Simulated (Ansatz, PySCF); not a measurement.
C2H9FSi2, SMILES C[C@H]([SiH3])[SiH2]F. Atoms are numbered in the order given.

```xyz
14

C      0.6925     1.6840     0.1634
C      0.3212     0.2307     0.4988
Si     1.7890    -0.9405     0.2754
Si    -1.1840    -0.3343    -0.4513
F     -2.3939     0.7278    -0.1851
H     -0.1559     2.3645     0.3346
H      0.9885     1.7898    -0.8932
H      1.5352     2.0424     0.7759
H      0.0426     0.1491     1.5674
H      1.4180    -2.3392     0.6528
H      2.9264    -0.4895     1.1351
H      2.2418    -0.9349    -1.1505
H     -0.9216    -0.3408    -1.9195
H     -1.6467    -1.6740     0.0091
```
Charge 0, spin multiplicity 1.

Coordinates come from a PBE0-D3(BJ)/def2-SVP optimisation. The structure was generated by enumeration; whether it is a known compound was not checked. Other conformers were not sampled.

Two levels are set side by side: PBE-D3(BJ)/def2-SVP (Ansatz, an electronic-structure program) and PBE0-D3(BJ)/def2-SVP (Ansatz). Each level has its own optimised geometry; the coordinates shown are those of the second. Frequencies come from the Hessian of PySCF at each geometry. Differences are taken from unrounded values.

```csv
quantity,PBE0-D3(BJ)
mean bond length (Å),1.447
bond C1–C2 (Å),1.537
bond C2–Si3 (Å),1.891
bond C2–Si4 (Å),1.867
bond Si4–F5 (Å),1.632
bond C1–H6 (Å),1.101
bond C1–H7 (Å),1.102
bond C1–H8 (Å),1.102
bond C2–H9 (Å),1.107
bond Si3–H10 (Å),1.495
bond Si3–H11 (Å),1.495
bond Si3–H12 (Å),1.496
bond Si4–H13 (Å),1.492
bond Si4–H14 (Å),1.490
highest harmonic wavenumber (cm⁻¹),3142
mean harmonic wavenumber (cm⁻¹),1226
zero-point energy (kcal/mol),63.09
```

**Question.** What does PBE-D3(BJ) give, and how far is it from PBE0-D3(BJ)? (The exact figures need the calculation; the answer reports its results.)

**Answer.** 
| quantity | PBE-D3(BJ) | PBE-D3(BJ) minus PBE0-D3(BJ) |
|---|---|---|
| mean bond length (Å) | 1.457 | 0.010 |
| bond C1–C2 (Å) | 1.545 | 0.008 |
| bond C2–Si3 (Å) | 1.903 | 0.012 |
| bond C2–Si4 (Å) | 1.880 | 0.013 |
| bond Si4–F5 (Å) | 1.647 | 0.015 |
| bond C1–H6 (Å) | 1.109 | 0.008 |
| bond C1–H7 (Å) | 1.110 | 0.008 |
| bond C1–H8 (Å) | 1.110 | 0.008 |
| bond C2–H9 (Å) | 1.115 | 0.008 |
| bond Si3–H10 (Å) | 1.505 | 0.010 |
| bond Si3–H11 (Å) | 1.506 | 0.010 |
| bond Si3–H12 (Å) | 1.506 | 0.010 |
| bond Si4–H13 (Å) | 1.503 | 0.011 |
| bond Si4–H14 (Å) | 1.502 | 0.012 |
| highest harmonic wavenumber (cm⁻¹) | 3051 | -91 |
| mean harmonic wavenumber (cm⁻¹) | 1187 | -39 |
| zero-point energy (kcal/mol) | 61.07 | -2.02 |

GGA bonds tend to be longer and softer than those of functionals with exact exchange. Differences between two approximate levels are no errors against the true value.
